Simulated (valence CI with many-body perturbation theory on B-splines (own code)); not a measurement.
The numbers below are computed, except where a source is named.
## From CI to CI+MBPT in Cs13+

Method: valence CI with perturbative core correlation (CI+MBPT): six valence electrons over a frozen Dirac-Fock core [Kr], a basis of 7 s, 7 p, 8 d, 6 f, 4 g, 1 h functions for each j, with the one-electron correlation potential Σ1 (screened to all orders), the two-electron term Σ2, the three-electron term Σ3, Breit, model QED; selected single and double excitations, second order for the rest, scaled by the run's own slope (own B-spline code, finite nucleus).

No measured levels were compared; by estimate terms of the open shell hold to 2 to 4 % of their energy, and close levels can change places. Core correlation moves these levels by up to 9100 cm⁻¹, and in measured spectra 5 to 20 % of such shifts remained as error; rates that hang on mixing are uncertain with them. Among the levels kept, up to 1000 cm⁻¹ of a level comes from second order outside the variational space, and about a tenth of that is noise between levels of different J, which matters for small intervals. The list stops below the first excitations out of the core. Only levels of the ground parity were solved; by the run's estimate the other parity begins above the list, which can be wrong where configurations are misplaced.

Each rung adds one term. CI alone is the Dirac-Coulomb CI over the frozen core; QED comes last and gives the full result, which names the levels. Energies are above 4d6 5D_4 on the same rung, in eV.

Names give the largest LS component (configuration and term), which can be under half, so a name can repeat, a term be missing and a line seem to break the LS rules; names also repeat where a configuration has a term twice. Letters in brackets count levels of one name in rising energy.

```
       Level  CI alone   + Σ1   + Σ2   + Σ3  + Breit   Full
    4d6 5D_2     1.423  1.434  1.474  1.399    1.396  1.398
    4d6 5D_3     1.410  1.441  1.497  1.519    1.477  1.483
    4d6 5D_1     2.142  2.178  2.278  2.192    2.151  2.157
    4d6 5D_0     2.228  2.260  2.381  2.277    2.243  2.249
4d6 3H_4 [a]     4.159  4.171  3.955  3.782    3.781  3.781
    4d6 3H_6     5.246  5.281  4.886  4.629    4.573  4.577
    4d6 3H_5     5.161  5.193  4.849  4.685    4.645  4.648
4d6 3P_2 [a]     5.055  5.097  5.198  4.956    4.911  4.918
4d6 3F_3 [a]     5.901  5.939  5.812  5.581    5.543  5.547
4d6 3F_2 [a]     6.121  6.158  6.042  5.731    5.699  5.704
4d6 3H_4 [b]     6.860  6.927  6.778  6.607    6.519  6.529
4d6 1S_0 [a]     6.943  6.987  7.233  6.900    6.853  6.860
    4d6 3D_1     7.497  7.552  7.404  7.001    6.954  6.961
    4d6 3G_5     7.663  7.738  7.481  7.313    7.202  7.212
    4d6 3G_4     7.670  7.729  7.553  7.316    7.238  7.246
    4d6 3D_2     7.769  7.817  7.756  7.433    7.379  7.386
    4d6 3D_3     8.207  8.268  8.080  7.774    7.704  7.713
    4d6 3G_3     8.359  8.437  8.287  8.054    7.952  7.964
    4d6 1I_6     8.980  9.058  8.589  8.251    8.132  8.143
```

Problem. How does the ionisation energy move along the ladder, and which term matters most?

Solution. CI alone 312.76, + Σ1 314.73, + Σ2 317.65, + Σ3 318.15, + Breit 318.08, + QED 318.10 eV. The largest step is Σ2, 2.92 eV. NIST lists 316 ± 3 eV (theoretical).
